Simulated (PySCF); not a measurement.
Computed with ωB97X-D3(BJ)/def2-TZVP // PBE0-D3(BJ)/def2-TZVP (PySCF). All species are isolated molecules in the gas phase. One relaxed conformer stands for a flexible species; it need not be the lowest. Excitations are Tamm–Dancoff values on a coarser integration grid. The basis has no diffuse functions, so Rydberg states are missing or too high.

Reference species (SMILES): `C(S)C=C` (C–C–C–S torsion -119°, C–C–S–H torsion 57°) (neutral, multiplicity 1).

```yaml
S1 oscillator strength: 0.002
HOMO: -9.30 eV
T1 excitation (TDA): 4.53 eV
```

After one change: the S1 oscillator strength is nearly the same; the HOMO goes up by 0.39 eV; the T1 excitation (TDA) rises by 0.38 eV.

### Question
Which change was made? The new species is one of these.
(A) `SC1CC1` (H–S–C–C torsion 37°)
(B) `CCC=S` (C–C–C–S torsion 120°)
(C) `C1CSC1`
(D) `C/C=C\S` (C–C–S–H torsion 0°)

### Answer
A, `SC1CC1` (H–S–C–C torsion 37°)
